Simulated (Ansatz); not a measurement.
A run on CH7BGaNSe (`C[Se][B](N)[GaH2]`) with other settings.

```yaml
crystal:
  periodic: [false, false, false]
  atoms:
    - {symbol: C, position_ang: [-1.734221, -0.852318, 1.139512]}
    - {symbol: Se, position_ang: [-0.055298, -0.110687, 1.797017]}
    - {symbol: B, position_ang: [0.846972, 0.383449, 0.140273]}
    - {symbol: N, position_ang: [2.114363, 0.962647, 0.247443]}
    - {symbol: Ga, position_ang: [0.077821, 0.120122, -1.798523]}
    - {symbol: H, position_ang: [-2.292637, -0.099492, 0.588932]}
    - {symbol: H, position_ang: [-1.546639, -1.718691, 0.510261]}
    - {symbol: H, position_ang: [-2.300044, -1.155701, 2.018721]}
    - {symbol: H, position_ang: [2.644260, 1.244770, -0.559578]}
    - {symbol: H, position_ang: [2.589776, 1.140715, 1.118876]}
    - {symbol: H, position_ang: [-1.317441, -0.504458, -2.181692]}
    - {symbol: H, position_ang: [0.973088, 0.589656, -3.021241]}
basis:
  gaussian: {orbitals: pcseg-2}
magnetization: {spin_polarized: true, initial_magnetization: 2}
hamiltonian: {xc: {name: r2SCAN50}, dispersion: d3bj}
scf: {lower_state_search: off}
output: {forces: true}
```

```sh
$ ansatz run in.yaml --threads 2 --pin off --events-out ev --progress --plain --max-ram 22528MiB --backend cuda --devices 0, --max-vram 18GiB
```

Output, abridged:

```
Warning: the engine holds no damping parameters fitted to this dispersion correction and functional, so the run takes those fitted to r2scan50 beside the three-body term, which d3bj leaves out (hamiltonian.dispersion, under Limitations)
Functional definition: r2SCAN50
1794 factors; their error is unknown
mean field evaluation 1: about -121031.0725 eV, gradient 4.3e1 eV
mean field evaluation 2: about -121022.4618 eV, gradient 5.6e1 eV
mean field evaluation 4: about -121039.2327 eV, gradient 3.6e0 eV
mean field evaluation 8: about -121039.3254 eV, gradient 1.9e-1 eV
mean field evaluation 16: about -121040.4416 eV, gradient 6.4e-3 eV
mean field evaluation 32: about -121040.9432 eV, gradient 4.7e-4 eV
mean field -121040.94318649 eV, -4448.1726176054 hartree, gradient 5.4e-6 eV, S^2 2.008928; 0 other end points of the search recorded, 0 dependent functions left out
reference -121040.94320043 eV, -4448.1726181178 hartree; 46, 44 occupied and 228, 230 virtual orbitals, 1794 factors
Total energy: -121041.05482937 eV, -4448.1767204055 hartree
Atom 0 at    -1.734221    -0.852318     1.139512 Å, force    -0.247688    -0.120694     0.148207 eV/Å
Atom 1 at    -0.055298    -0.110687     1.797017 Å, force    -0.745900    -0.304347    -0.846354 eV/Å
Atom 2 at     0.846972     0.383449     0.140273 Å, force     1.266447     0.523170     1.292234 eV/Å
Atom 3 at     2.114363     0.962647     0.247443 Å, force     0.283504     0.156299    -0.549073 eV/Å
Atom 4 at     0.077821     0.120122    -1.798523 Å, force    -0.905114    -0.342150    -1.600343 eV/Å
Atom 5 at    -2.292637    -0.099492     0.588932 Å, force     0.258989    -0.179021     0.181670 eV/Å
Atom 6 at    -1.546639    -1.718691     0.510261 Å, force     0.039628     0.297930     0.205486 eV/Å
Atom 7 at    -2.300044    -1.155701     2.018721 Å, force     0.202701     0.106426    -0.271010 eV/Å
Atom 8 at     2.644260     1.244770    -0.559578 Å, force    -0.216940    -0.119260     0.403922 eV/Å
Atom 9 at     2.589776     1.140715     1.118876 Å, force    -0.418733    -0.170616    -0.466602 eV/Å
Atom 10 at    -1.317441    -0.504458    -2.181692 Å, force     0.215480     0.066426     0.698420 eV/Å
Atom 11 at     0.973088     0.589656    -3.021241 Å, force     0.267628     0.085836     0.803443 eV/Å
Dipole moment:     0.180802     0.065374     0.386874 e Å
Checks for a lower state left out: stability, starts, cluster_reference, orbital_swaps, neighbouring_geometries, increment
```

Hardware: 2 threads of an AMD EPYC 7R13 on a shared host and a share of an NVIDIA H100 80 GB. Wall time 2.9 s, peak host memory 1 GiB.
